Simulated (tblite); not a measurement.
What does the GFN2-xTB structure of InChI=1S/C8H10SSi/c1-5(9)6-4-8(10)3-2-7(6)8/h2-4,7H,1,10H3/t7-,8-/m0/s1 look like in three dimensions?

```
atom  x, y, z in Å
C1     2.9331    0.4737    1.0161
C2     2.0681    0.8565   -0.1390
S3     2.6634    1.7216   -1.4024
C4     0.7066    0.4460   -0.1041
C5    -0.3544    0.5585   -0.9350
C6    -1.2899   -0.1859   -0.0306
Si7   -2.9256    0.5970    0.5001
C8    -1.1924   -1.6877   -0.2148
C9    -0.1685   -1.8249    0.6212
C10   -0.0659   -0.3539    0.9314
H11    2.9274   -0.6094    1.1417
H12    3.9530    0.8147    0.8599
H13    2.5440    0.9152    1.9343
H14   -0.4934    0.9805   -1.9121
H15   -3.4238   -0.1659    1.6451
H16   -2.6618    1.9861    0.8728
H17   -3.8486    0.5184   -0.6324
H18   -1.7539   -2.3477   -0.8481
H19    0.4247   -2.6529    0.9628
H20   -0.0475   -0.0293    1.9658
```

Any rigid rotation of these coordinates is as good. Atoms count from 1 in this order. The 4-membered ring C4–C5–C6–C10 has internal angles of 85.5° to 94.5° (sum 360°, against 360° for a flat polygon); it is planar, 0.01 Å rms from its mean plane, widest ring torsion 1°. The C–C distances run from 1.329 Å (C8=C9, drawn double) to 1.566 Å (C6–C10, drawn single), a spread of 0.237 Å. Of the pairs four or more bonds apart, C10···H11 is among the closest relative to their van der Waals radii: 3.01 Å, 104 % of the sum of Bondi's values. Si7 (SiH3 silicon) is tetrahedral (angles from 107.4° to 111.3°).

Bonds between heavy atoms (Å): C1–C2 1.493, C2=S3 1.643, C2–C4 1.422, C4=C5 1.352, C5–C6 1.499, C6–Si7 1.890, C6–C8 1.516, C8=C9 1.329, C9–C10 1.507, C4–C10 1.519, C6–C10 1.566.

Computed geometry: GFN2-xTB, gas phase.

Point group: C1 (no symmetry element, even within 0.4 Å). Its GFN2-xTB frequencies are all real (lowest 48 cm⁻¹). One conformer, not necessarily the lowest (C1–C2–C4–C5 -178°). 3 starts were optimised and ended at 0.00, 0.02 and 0.02 kcal/mol (GFN2-xTB); the lowest of these is shown.
